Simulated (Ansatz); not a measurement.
Input file for Ansatz (an electronic-structure program): U-CCSD(T)/def2-TZVPP on MgSi-, 2S+1 = 4, a spin state set in the input, which need not be the lowest, a point of a bond scan (R = 2.691 Å). Charge -1.

Ansatz 0.2 input:
```yaml
crystal:
  periodic: [false, false, false]
  atoms:
    - {symbol: Mg, position_ang: [0.00000000, 0.00000000, 0.00000000]}
    - {symbol: Si, position_ang: [0.00000000, 0.00000000, 2.69143700]}
basis:
  gaussian:
    orbitals: def2-TZVPP
    pivot_positions_ang: [[0.00000000, 0.00000000, 0.00000000], [0.00000000, 0.00000000, 2.69143700]]
total_charge: -1
magnetization: {spin_polarized: true, initial_magnetization: 3}
correlation: {method: ccsd_t, electrons: valence}
output: {orbitals: {seedname: ./end}}
```

Give the final energy of this run.

-488.8141 hartree (reference determinant -488.5046, T1 diagnostic 0.021).

How many basis functions does it have, and what does it roughly cost on one machine?

74 functions; around 7 core-seconds (rough).
